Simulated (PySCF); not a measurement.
## Working out the ionisation energy of Zn

Zn [Ar] 3d10 4s2 (1S) → Zn⁺ [Ar] 3d10 4s1 (2S). All numbers are calculated (PySCF 2.14, a scalar-relativistic core potential, in aug-cc-pVQZ-PP with ECP10MDF). Frozen: 3s2 3p6. Energies in hartree (1 hartree = 27.21139 eV):

```json
{"part": "UHF", "Zn (lower)": "-225.964003", "Zn⁺ (upper)": "-225.677638"}
{"part": "MP2 opposite-spin", "Zn (lower)": "-0.377248", "Zn⁺ (upper)": "-0.336063"}
{"part": "MP2 same-spin", "Zn (lower)": "-0.199432", "Zn⁺ (upper)": "-0.187889"}
```

Problem. What does Hartree-Fock give?

Solution. (-225.677638) − (-225.964003) = 0.286365 hartree = 7.792 eV.

Problem. What do MP2 and SCS-MP2 (6/5 opposite-spin, 1/3 same-spin) give?

Solution. The opposite-spin parts differ by 1.121 eV and the same-spin parts by 0.314 eV. MP2: 7.792 + (1.121) + (0.314) = 9.227 eV. SCS-MP2: 7.792 + 1.2 × (1.121) + (0.314)/3 = 9.242 eV.

Measured between the centres of the two terms (NIST): 9.394 eV, so MP2 (valence) is off by -0.167 eV.

What remains against the reference includes basis incompleteness, the frozen core and correlation beyond second order.
